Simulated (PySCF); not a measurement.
A GIAO shielding run with PySCF (density fitting, non-relativistic, gas phase) on SMILES C(C)[Si@@H](F)S[SiH3], C₂H₉FSSi₂:

```
$ OMP_NUM_THREADS=1 python probes_run.py task.json out

{"job": {"kind": "nmr", "xc": "PBE0", "basis": "pcSseg-1"}, "charge": 0, "multiplicity": 1}
C     -2.728430     0.172507     0.503244
C     -1.610388     0.326644    -0.522990
Si     0.104026     0.132434     0.241880
F      0.262234    -1.374063     0.810433
S      1.571214     0.429953    -1.285406
Si     3.357172    -0.371559    -0.395984
H     -2.680795    -0.804342     0.978219
H     -2.645201     0.929902     1.278913
H     -3.702938     0.275300     0.030000
H     -1.742766    -0.415385    -1.313576
H     -1.689664     1.302183    -1.003481
H      0.389013     0.943588     1.411869
H      4.326771    -0.216731    -1.465606
H      3.119044    -1.759069    -0.030979
H      3.666293     0.436628     0.777481
```

Hardware: 1 thread of an Intel Xeon, shared host. The job also computes population analyses, field gradients.

Task: How large is the calculation?

Result: 74 electrons, 168 basis functions and 944 auxiliary functions.

Task: How long does it take, and how much memory does it need?

Result: 70 s of wall time, with 12 SCF cycles and 4 response iterations; peak memory 0.75 GiB. Times on a shared host scatter by some tens of per cent.
